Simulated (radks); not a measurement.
The tellurium anion Te2-, [Xe], held by a Watson sphere: a shell of charge +2 at radius R that stands for the Madelung well of a crystal (potential energy -2/R inside, -2/r outside, in hartree with lengths in bohr). All-electron calculation, scalar-relativistic Kohn-Sham, PBEsol, spin-polarised, spherical densities, point nucleus. Program: a radial shooting solver on a logarithmic mesh with Libxc functionals. Response by self-consistent Sternheimer equations with the Hartree and adiabatic LDA kernel, the relativistic mass of each level held fixed and spin-orbit coupling left out. The sphere does not respond.

R (bohr) = 2.92: e(4d) (eV) -40.114; e(5s) (eV) -15.281; e(5p) (eV) -6.720; <r> 5p (bohr) 2.733; sum of <r^2> (bohr^2) 81.34; X-ray form factor at sin(theta)/lambda = 0.3 1/angstrom 35.954; alpha (bohr^3) 51.27
R (bohr) = 3.36: e(4d) (eV) -39.592; e(5s) (eV) -14.430; e(5p) (eV) -6.077; <r> 5p (bohr) 2.840; sum of <r^2> (bohr^2) 86.03; X-ray form factor at sin(theta)/lambda = 0.3 1/angstrom 35.999; alpha (bohr^3) 63.02
R (bohr) = 4.22: e(4d) (eV) -38.752; e(5s) (eV) -13.109; e(5p) (eV) -4.887; <r> 5p (bohr) 3.020; sum of <r^2> (bohr^2) 94.54; X-ray form factor at sin(theta)/lambda = 0.3 1/angstrom 36.046; alpha (bohr^3) 93.77
R (bohr) = 4.77: e(4d) (eV) -38.269; e(5s) (eV) -12.447; e(5p) (eV) -4.222; <r> 5p (bohr) 3.115; sum of <r^2> (bohr^2) 99.54; X-ray form factor at sin(theta)/lambda = 0.3 1/angstrom 36.056; alpha (bohr^3) 119.5
R (bohr) = 5.39: e(4d) (eV) -37.776; e(5s) (eV) -11.827; e(5p) (eV) -3.573; <r> 5p (bohr) 3.208; sum of <r^2> (bohr^2) 104.9; X-ray form factor at sin(theta)/lambda = 0.3 1/angstrom 36.061; alpha (bohr^3) 155.7
R (bohr) = 5.69: e(4d) (eV) -37.557; e(5s) (eV) -11.567; e(5p) (eV) -3.294; <r> 5p (bohr) 3.249; sum of <r^2> (bohr^2) 107.4; X-ray form factor at sin(theta)/lambda = 0.3 1/angstrom 36.062; alpha (bohr^3) 176.6
